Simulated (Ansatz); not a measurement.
`CC(C)B(F)F` + H₂ → `CCB(F)F` + CH₄ at 298.15 K and 1 bar (hydrogenolysis of a C–C bond).

Calculated with Ansatz (gas phase, PBE0-D4/def2-TZVP geometries, no zero-point term in ΔE). CBS: MP2 limit from def2 TZ/QZ plus the TZ coupled-cluster correction, frozen cores. This one scheme is used for every species. Each species was taken in one conformer, which may not be the lowest.

| species | CCSD(T)/CBS energy (Eh) | H − E (kJ/mol) | S (J/(mol·K)) |
| --- | --- | --- | --- |
| `CC(C)B(F)F` | -342.89198 | 293.1 | 357.3 |
| H₂ | -1.17544 | 35.1 | 130.4 |
| `CCB(F)F` | -303.63268 | 215.3 | 324.5 |
| CH₄ | -40.46206 | 127.4 | 186.2 |

H − E and S are ideal-gas, rigid-rotor, harmonic terms from PBE0-D4/def2-TZVP, for one conformer and one mirror image of each species. The MP2-based limit puts H₂ 0.8 mEh under its directly extrapolated value; such offsets cancel only in part. 1 Eh = 2625.50 kJ/mol, R = 8.31446 J/(mol·K).

Problem. By hand: ΔE, ΔH, ΔS and ΔG.

Solution. ΔE = (-303.63268) + (-40.46206) − (-342.89198) − (-1.17544) = -0.02732 Eh = -71.7 kJ/mol. Δ(H − E) = 215.3 + 127.4 − 293.1 − 35.1 = 14.5, so ΔH = -57.2 kJ/mol. ΔS = 324.5 + 186.2 − 357.3 − 130.4 = 23.0 J/(mol·K). ΔG = -57.2 − 298.15 × (23.0)/1000 = -64.1 kJ/mol.

Problem. By hand: the equilibrium constant, and the temperature at which ΔG would vanish if ΔH and ΔS stayed fixed.

Solution. log₁₀ K = −ΔG/(RT ln 10) = 11.2. ΔH and −TΔS have one sign here, so there is no such temperature.

ΔH outweighs TΔS. A doubt of 5 kJ/mol in ΔE shifts log₁₀ K by 0.9 here. Other conformers and mirror images would add mixing entropy, several J/(mol·K) or more a flexible species. Modes under 60 cm⁻¹, often nearly free rotors, make the harmonic entropy too high. These are equilibria of isolated gas molecules and say nothing of rates. Largest T1 diagnostic: 0.011 (customary marks: 0.02 for closed shells, 0.045 for open ones).
